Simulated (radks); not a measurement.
Initial-state core-level shifts of the hafnium ion Hf3+ when its valence configuration changes from [Xe] 4f14 5d1. Method: Dirac Kohn-Sham, PBE, spin-unpolarised, spherical densities, finite nucleus; open shells fill j = l - 1/2 first; Fermi nuclear charge, rms radius 5.347 fm; computed with a radial shooting solver on a logarithmic mesh with Libxc functionals. Shifts are changes of the shell-averaged eigenvalues in eV (positive: less bound); the change of the density at the nucleus, which sets a Mossbauer isomer shift, is in e/bohr^3, on a base of 1.209e+06.

valence,3p,4s,5s,5p,density at nucleus
4f12 5d1 6p2,-31.468,-29.955,-18.060,-15.594,+168.6
4f12 6s1 6p2,-35.508,-33.940,-21.674,-18.886,+319.5
4f12 5d1 6s2,-29.375,-27.857,-16.028,-13.639,+404.3
4f13 5d1 6p1,-15.049,-14.446,-8.948,-7.744,+78.4
4f14 6s1,-3.388,-3.386,-3.314,-3.060,+116.9
4f13 6p2,-19.849,-19.224,-13.476,-11.932,+99.2
4f14 6p1,-4.487,-4.491,-4.404,-4.106,+16.3
4f13.5 5d0.5 6p1,-9.651,-9.382,-6.677,-5.929,+46.5
4f13 5d2,-10.388,-9.796,-4.473,-3.568,+60.8
